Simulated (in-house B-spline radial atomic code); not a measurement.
**LC-wPBE excitations of the lead ion Pb⁴⁺**

Method: LC-wPBE. Computed with a B-spline radial code for spherical atoms: linear response of the closed shell [Xe] 4f14 5d10 with the functional's adiabatic kernel; scalar-relativistic (spin-free one-electron X2C), finite nucleus, no spin-orbit coupling, no double excitations, S, P, D and F terms only; shells from n = 3 respond. Only terms of natural parity with L up to 3 were computed.

Spin-orbit coupling is strong here, so these LS terms don't match observed levels.

Command:
```bash
python run_td.py task.json out
```
Settings (radii: box in bohr, nucleus in fm):
```
Z                        82
electrons                78
configuration            [Xe] 4f14 5d10
hamiltonian              x2c
method                   lc_wpbe
box_radius               19.1
rms_radius               5.5012
intervals                70
```

Cost of the run: 14 s on 1 thread of Arm Neoverse N1, on a shared host.

The lowest states, in the order of their Tamm-Dancoff energies; the method's threshold (minus the highest occupied level) is 66.61 eV. Labels give the largest channel, * marks a mixed state, and oscillator strengths are full-response dipole values. Semilocal kernels can invert the small singlet-triplet splittings of Rydberg terms. Energies in eV:

```json
{"state": "5d → 6s 3D", "full response": "13.547", "Tamm-Dancoff": "13.579", "oscillator strength": "-"}
{"state": "5d → 6s 1D", "full response": "14.628", "Tamm-Dancoff": "14.665", "oscillator strength": "-"}
{"state": "5d → 6p 3P", "full response": "25.700", "Tamm-Dancoff": "25.738", "oscillator strength": "-"}
{"state": "5d → 6p 3F", "full response": "25.932", "Tamm-Dancoff": "25.955", "oscillator strength": "-"}
{"state": "5d → 6p 1F", "full response": "26.401", "Tamm-Dancoff": "26.404", "oscillator strength": "-"}
{"state": "5d → 6p 1P", "full response": "27.416", "Tamm-Dancoff": "27.505", "oscillator strength": "1.05"}
{"state": "5d → 6d 3S", "full response": "39.45", "Tamm-Dancoff": "39.46", "oscillator strength": "-"}
{"state": "5d → 6d 3D", "full response": "?", "Tamm-Dancoff": "?", "oscillator strength": "-"}
{"state": "5d → 6d 1D", "full response": "?", "Tamm-Dancoff": "?", "oscillator strength": "-"}
{"state": "5d → 7s 3D", "full response": "40.39", "Tamm-Dancoff": "40.39", "oscillator strength": "-"}
```

(1) Where does 5d → 6d 3D lie?

(2) Where does 5d → 6d 1D lie?

(3) How large is the singlet-triplet splitting of 5d → 6s (D terms) in Tamm-Dancoff?

(4) What polarisabilities and dispersion coefficient does the method give?

## Answers

(1) At 39.91 eV in full response, 39.92 eV in Tamm-Dancoff.

(2) At 40.22 eV in full response, 40.24 eV in Tamm-Dancoff.

(3) 1.09 eV, from the unrounded values.

(4) Dipole 3.813 bohr³, quadrupole 11.3 bohr⁵, C6 20.27 hartree·bohr⁶ for two such species.
